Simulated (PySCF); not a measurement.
SiF2HI, SMILES F[SiH](F)I.

Geometry optimised at B3LYP-D3(BJ)/def2-SVP. The def2 effective core potentials stand for the cores of I; spin–orbit coupling is left out.

Calculation: r2SCAN/def2-TZVPD run with PySCF.

Isolated molecule, no solvent.

Computed frontier levels, gap, dipole moment and polarisability:
```
Quantity                                                                                                        Value
---------------------------------------------------------------------------------------------  ----------------------
highest occupied level                                                                                       -7.50 eV
lowest empty level                                                                                           -1.32 eV
orbital gap                                                                                                   6.18 eV
dipole moment                                                                                                  1.29 D
quadrupole, principal values (traceless, Buckingham form, about the centre of nuclear charge)  -3.27, -2.57, 5.84 D·Å
mean static polarisability                                                                       59.6 bohr³ (8.84 Å³)
polarisability, principal values                                                               52.0, 52.5, 74.4 bohr³
```
